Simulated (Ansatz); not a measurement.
Basis sets compared for Al8N7H22⁻, a nanocrystal cut from wurtzite AlN (hydrogen-capped). The state is a singlet with charge -1. Geometry PBE-D4/def2-SVP. Ansatz on 2 threads of AMD EPYC 7R13 on a shared host and a share (18 GiB) of an NVIDIA H100 80GB HBM3; times are rough, and most runs start from earlier orbitals.

```xyz
37

Al    1.3871   -0.9231   -2.8077
N     0.4398    0.6445   -3.5581
N     0.3887   -1.3163   -1.2006
Al   -1.2394   -0.2984   -1.0118
Al   -1.2737   -2.3982    1.4099
N    -2.1057   -0.8274    0.6115
Al    0.2766    2.2231   -2.3751
N    -0.6106    1.5146   -0.8113
Al   -2.3570    0.6707    1.8319
Al    1.5286   -1.2908    0.3455
N     0.4829   -1.7015    1.8952
N     1.9444    0.6183    0.4949
Al    0.4279    1.8274    0.7743
Al    0.4830   -0.2718    3.2163
N    -0.5119    1.1168    2.2827
H     1.2955   -2.1311   -3.8793
H     2.8546   -0.3567   -2.4131
H    -0.4977    0.3587   -3.8861
H     0.9427    0.9391   -4.4098
H     0.0599   -2.2986   -1.2695
H    -2.1986   -0.4588   -2.3074
H    -1.0596   -3.5140    0.2272
H    -2.0887   -2.9372    2.6960
H    -3.0594   -1.1273    0.3443
H    -0.6318    3.3290   -3.1285
H     1.8074    2.6099   -2.0052
H    -1.4800    2.0640   -0.6696
H    -2.9790    1.9231    0.9749
H    -3.2180    0.2619    3.1360
H     2.8451   -2.2071    0.2329
H     0.9678   -2.4912    2.3561
H     2.4780    0.9213   -0.3386
H     2.5764    0.7298    1.3065
H     0.8822    3.3537    0.9975
H    -0.2086   -0.7073    4.6082
H     2.0325    0.2540    3.3705
H    -0.5811    1.8968    2.9595
```

B3LYP takes the VWN-RPA correlation. Single mean-field runs in def2-TZVP are fitted with def2-universal-jkfit.

```json
{"level": "HF/STO-3G", "functions": "129", "energy (Eh)": "-2301.9866", "HOMO (eV)": "-4.09", "LUMO (eV)": "14.24", "wall time": "1.9 s"}
{"level": "HF/6-31G", "functions": "211", "energy (Eh)": "-2329.6639", "HOMO (eV)": "-7.30", "LUMO (eV)": "5.42", "wall time": "2.4 s"}
{"level": "PBE-D4/def2-SVP", "functions": "352", "energy (Eh)": "-2334.2589", "HOMO (eV)": "-3.02", "LUMO (eV)": "2.10", "wall time": "4.3 s"}
{"level": "B3LYP-D4/6-31G", "functions": "211", "energy (Eh)": "-2336.6302", "HOMO (eV)": "-4.09", "LUMO (eV)": "2.51", "wall time": "3.4 s"}
{"level": "PBE0-D4/def2-SVP", "functions": "352", "energy (Eh)": "-2334.5136", "HOMO (eV)": "-4.28", "LUMO (eV)": "2.89", "wall time": "4.3 s"}
```

(1) Estimate the rows for HF/def2-TZVP, PBE-D4/def2-TZVP, B3LYP-D4/def2-TZVP, PBE0-D4/def2-TZVP.

Results:

(1) 
```tsv
level	functions	energy (Eh)	HOMO (eV)	LUMO (eV)	wall time
HF/def2-TZVP	645	-2330.2870	-7.45	4.99	2.6 s
PBE-D4/def2-TZVP	645	-2335.3922	-3.14	1.69	3.1 s
B3LYP-D4/def2-TZVP	645	-2337.2456	-4.19	2.24	3.6 s
PBE0-D4/def2-TZVP	645	-2335.6263	-4.36	2.45	3.1 s
```
